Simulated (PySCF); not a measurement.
A calculated (r2SCAN0, PySCF 2.14, x2c-QZVPPall with one added diffuse shell each of s, p, d, f type, scalar relativity by spin-free X2C-1e) atom or ion has these occupied shells.

| shell | electrons | orbital energy (eV) | rms radius, mean of both spins (bohr) |
| --- | --- | --- | --- |
| 1s α | 1 | -31718.7 | 0.0318 |
| 1s β | 1 | -31718.6 | 0.0318 |
| 2s α | 1 | -4908.7 | 0.130 |
| 2s β | 1 | -4908.7 | 0.130 |
| 2p α | 3 | -4406.6 | 0.116 |
| 2p β | 3 | -4406.5 | 0.116 |
| 3s α | 1 | -999.73 | 0.343 |
| 3s β | 1 | -999.64 | 0.343 |
| 3p α | 3 | -834.31 | 0.344 |
| 3p β | 3 | -834.18 | 0.344 |
| 3d α | 5 | -583.14 | 0.323 |
| 3d β | 5 | -583.04 | 0.323 |
| 4s α | 1 | -183.70 | 0.814 |
| 4s β | 1 | -183.37 | 0.814 |
| 4p α | 3 | -131.56 | 0.878 |
| 4p β | 3 | -131.24 | 0.878 |
| 4d α | 5 | -54.545 | 1.05 |
| 4d β | 5 | -54.168 | 1.05 |
| 5s α | 1 | -26.918 | 2.17 |
| 5s β | 1 | -22.979 | 2.17 |
| 5p α | 3 | -16.105 | 2.61 |

Problem. Name the element and its charge.

Solution. Te⁺ (tellurium, charge +1), in [Kr] 4d10 5s2 5p3, high-spin 4S determinant.
